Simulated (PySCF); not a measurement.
Species: 2-piperidone, C5H9NO.
SMILES: `O=C1CCCCN1`

The closed-shell ground state was solved at several levels (PySCF, density fitting, gas phase, non-relativistic). The structure is a single GFN2-xTB conformer in the gas phase; no vibrational or solvent corrections.

| level | basis functions | HOMO (eV) | LUMO (eV) | gap (eV) | dipole (D) |
| --- | --- | --- | --- | --- | --- |
| B3LYP/pcJ-1 | 279 | -6.69 | 0.46 | 7.15 | 4.24 |
| CAM-B3LYP/def2-SVPD | 215 | -8.57 | 1.04 | 9.61 | 4.49 |

(1) Estimate the row for PBE0/pcSseg-1, a basis of 164 functions; the other rows only guide the guess.

(2) Over all these levels, which gives the widest orbital gap and which the narrowest?

(3) How far do the dipole and the HOMO energy spread over the levels?

## Answers

(1) HOMO -6.98 eV, LUMO 0.72 eV, gap 7.70 eV, dipole 4.27 D.

(2) CAM-B3LYP/def2-SVPD (range-separated hybrid) has the widest, 9.61 eV, and B3LYP/pcJ-1 (global hybrid, 20 % exact exchange) the narrowest, 7.15 eV. Functional and basis both differ between the two, so the spread mixes both effects.

(3) The dipole runs from 4.24 to 4.49 D (mean 4.33 D) and the HOMO from -8.57 to -6.69 eV.
